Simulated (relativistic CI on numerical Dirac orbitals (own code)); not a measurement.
# One change at a time: Pb⁷³⁺

Base calculation: Dirac-Coulomb-Breit CI, separate exchange-only KLI orbitals for each configuration, model QED (radiative potential, 1s self-energy scaled to tabulated hydrogen-like ionisation energies), unscaled Slater integrals.

CI space (outside the closed core 1s2): 2s2 2p5, 2s 2p6, 2s2 2p4 3s, 2p6 3s, 2s2 2p4 3p, 2p6 3p, 2p6 3d, 2s2 2p4 3d, 2s 2p5 3s, 2s 2p5 3p, 2s 2p5 3d, 2s2 2p4 4s, 2s2 2p4 4p, 2s2 2p4 4d, 2s2 2p4 4f, 2s2 2p3 3s2, 2s2 2p3 3s 3p, 2s2 2p4 5s, 2s 2p5 4s, 2s2 2p3 3s 3d, 2s2 2p4 5p, 2s2 2p3 3p2, 2s2 2p4 5d, 2s2 2p4 5f, 2s2 2p4 5g, 2s 2p5 4p, 2s 2p5 4d, 2s2 2p3 3p 3d, 2s 2p5 4f, 2s 2p4 3s2, 2s2 2p3 3d2, 2s 2p4 3s 3p, 2s 2p4 3s 3d, 2s 2p4 3p2, 2s 2p5 5s, 2s 2p4 3p 3d. Levels of other configurations are missing.

The lowest level and the first level of each name with at least 55 % of one term (blank where a level has no safe partner in the second run):

```tsv
Level	Base (eV)	Shift (eV)
2s2 2p5 2P°_3/2	0.0	0.0
2s2 2p5 2P°_1/2	2245.6	-0.1
2s 2p6 2S_1/2	2811.2	+0.4
2s2 2p4 3s 4P_5/2	10412.7	-1.7
2s2 2p4 3s 2P_3/2	10425.5	-1.8
2s2 2p4 3s 2S_1/2	10489.3	-1.9
2s2 2p4 3p 2P°_1/2	10646.7	-1.8
2s2 2p4 3p 4D°_7/2	11209.0	-1.6
2s2 2p4 3d 2D_3/2	11451.0	-1.9
2s2 2p4 3d 4F_9/2	11521.2	-1.8
2s2 2p4 3d 2P_1/2	11537.7	-1.8
2s2 2p4 3s 4P_3/2	12671.3	-1.2
2s2 2p4 3s 2P_1/2	12682.6	-1.2
2s2 2p4 3s 2D_5/2	12691.4	-1.1
2s2 2p4 3s 2D_3/2	12699.1	-1.2
2s 2p5 3s 4P°_5/2	13155.4	-1.2
2s 2p5 3s 2P°_3/2	13187.9	-1.0
2s 2p5 3s 2P°_1/2	13263.8	-1.3
2s 2p5 3p 2D_3/2	13423.2	-1.4
2s2 2p4 3p 2F°_7/2	13483.9	-1.0
2s2 2p4 3d 4D_1/2	13627.2	-1.2
2s2 2p4 3d 4F_5/2	13645.2	-1.2
```

At this charge energies of transitions that change n are usually good to better than 1 %, and those within a shell (Δn = 0) to a few per cent.

Problem. One thing was changed in a second run, which moved the levels as shown. Which?
A. Breit term removed
B. QED terms removed
C. one mean potential for all configurations
D. configuration mixing switched off

Solution. C. One mean potential for all configurations. One potential for all configurations removes the relaxation of the orbitals, which moves whole configurations and changes the integrals a little.

LS names give the leading component of a level, which can be under half, so a name can repeat, a term be missing and a line seem to break the LS rules.
